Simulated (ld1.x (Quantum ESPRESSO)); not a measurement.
# Scattering properties, TM potential for Xe

ld1.x (Quantum ESPRESSO) 7.5 input, shortened:

```
&input
   title='Xe', zed=54., rel=1, dft='PBE', iswitch=3,
   config='[Kr] 4d10 5s2 5p3'
 /
 &inputp
   pseudotype=2, tm=.true., lloc=1,
   nlcc=.false.
 /
2
5S  1  0   2.00   0.00  1.55  1.55  0.0
5P  2  1   3.00   0.00  1.70  1.70  0.0
 &test
   configts(1)='5s2 5p3'
 /
```

The phase is arctan(r·u′/u) with u = r·R(r), unwrapped; energies in Ry, scanned from -6 to 5 Ry. A pole is an energy at which the radial function vanishes at the test radius. The pseudo phase is shifted by a multiple of π to meet the all-electron one at the reference energy, and phase errors are pseudo minus all-electron; the curves can meet again beyond the range given. Levels narrower than the energy grid can be missing from the lists of poles.

```json
{"channel": "s", "radius (bohr)": "1.85", "reference energy (Ry)": "-3.69", "poles, all-electron": "0.22", "poles, pseudo": "-1.17, 3.38", "unbroken range about the reference energy with phases within 0.05 rad": "below -1.7", "phase error 1 Ry above the reference energy (rad)": "-0.016"}
{"channel": "p", "radius (bohr)": "1.85", "reference energy (Ry)": "-2.71", "poles, all-electron": "2.45", "poles, pseudo": "1.78", "unbroken range about the reference energy with phases within 0.05 rad": "below 3.0", "phase error 1 Ry above the reference energy (rad)": "-0.008"}
```

Phases in the p channel:

| E (Ry) | all-electron | pseudo |
| --- | --- | --- |
| -6.00 | 1.196 | 1.188 |
| -5.48 | 1.147 | 1.139 |
| -4.96 | 1.079 | 1.070 |
| -4.44 | 0.977 | 0.969 |
| -3.92 | 0.814 | 0.806 |
| -3.40 | 0.528 | 0.524 |
| -2.88 | 0.045 | 0.045 |
| -2.36 | -0.524 | -0.526 |
| -1.84 | -0.921 | -0.928 |
| -1.32 | -1.147 | -1.157 |
| -0.80 | -1.281 | -1.295 |
| -0.28 | -1.367 | -1.385 |
| 0.24 | -1.429 | -1.448 |
| 0.76 | -1.474 | -1.498 |
| 1.28 | -1.510 | -1.537 |
| 1.80 | -1.540 | -1.572 |
| 2.32 | -1.565 | -1.604 |
| 2.84 | -1.588 | -1.635 |
| 3.36 | -1.608 | -1.667 |
| 3.88 | -1.628 | -1.702 |
| 4.40 | -1.647 | -1.744 |
| 4.92 | -1.667 | -1.799 |
